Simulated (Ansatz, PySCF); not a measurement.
Species: SiHBr, charge 0, multiplicity 1. SMILES: [SiH]Br
Geometry: optimised at B3LYP-D3(BJ)/def2-TZVP (Ansatz, a first-principles code).

Property: vertical triplet-singlet gap, E(triplet) - E(singlet), in eV. Set-up: UHF or UKS for open shells; no dispersion term unless named; 6-31G* and kin with 6d, 5d where marked; no spin-orbit coupling; each state is the SCF solution reached for its charge and spin; non-relativistic; LANL2DZ with its own core potentials from Na on; valence correlation only (noble-gas shells and the d and f shells of earlier blocks). First-principles rows: single points at B3LYP-D3(BJ) geometries (Ansatz). The Hartree-Fock reference of [SiH]Br (SiHBr) is unstable towards a lower, spin-broken solution. Levels can end on unlike triplets.

```tsv
level	program	vertical triplet-singlet gap, E(triplet) - E(singlet) (eV)
HF/6-31G*	Ansatz	1.02
HF/6-31G* with LANL2DZ past Ar	Ansatz	1.02
PBE/6-31G*	Ansatz	1.45
PBE/6-31G* with LANL2DZ past Ar	Ansatz	1.44
B3LYP/STO-3G	Ansatz	2.11
B3LYP/3-21G	Ansatz	1.49
B3LYP/6-31G*	Ansatz	1.61
B3LYP/6-31G* with LANL2DZ past Ar	Ansatz	1.60
M06-2X/6-31G* with LANL2DZ past Ar (5d)	PySCF	1.59
MP2/6-31G*	Ansatz	1.44
MP2/6-31G* with LANL2DZ past Ar	Ansatz	1.43
B3LYP/def2-TZVPD	Ansatz	1.63
M06-2X/def2-TZVPD	PySCF	1.60
```

No value to compare with is used here. The 11 habitual levels span 1.02 (HF/6-31G* with LANL2DZ past Ar) to 2.11 eV (B3LYP/STO-3G); B3LYP/def2-TZVPD gives 1.63.

The levels are drawn from those run, B3LYP/6-31G* more often than the rest, none by its result; runs whose electronic state is in doubt are left out.
